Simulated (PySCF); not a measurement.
C3H7NSi, SMILES C(=C=CN)[SiH3]. The structure is a stationary point at r2SCAN-D4/def2-SVP. The structure was generated by enumeration; whether it is a known compound was not checked. The values are those of a single conformer.

Computed equilibrium geometry at r2SCAN-D4/def2-SVP (PySCF confirms it by a frequency run) as bond lengths and angles (one conformer of several):
Atoms: N1 C2 C3 C4 Si5 H6 H7 H8 H9 H10 H11 H12. Bond lengths (Å): N1–C2 1.400, N1–H6 1.017, N1–H7 1.016, C2–C3 1.322, C2–H8 1.099, C3–C4 1.317, C4–Si5 1.877, C4–H9 1.105, Si5–H10 1.497, Si5–H11 1.497, Si5–H12 1.491. Angles (°): C2–N1–H6 113.3, C2–N1–H7 113.6, H6–N1–H7 110.5, N1–C2–C3 127.2, N1–C2–H8 114.5, C3–C2–H8 118.2, C2–C3–C4 174.7, C3–C4–Si5 122.5, C3–C4–H9 119.2, Si5–C4–H9 118.3, C4–Si5–H10 110.7, C4–Si5–H11 110.8, C4–Si5–H12 109.6, H10–Si5–H11 107.0, H10–Si5–H12 109.4, H11–Si5–H12 109.3.
Charge 0, spin multiplicity 1.
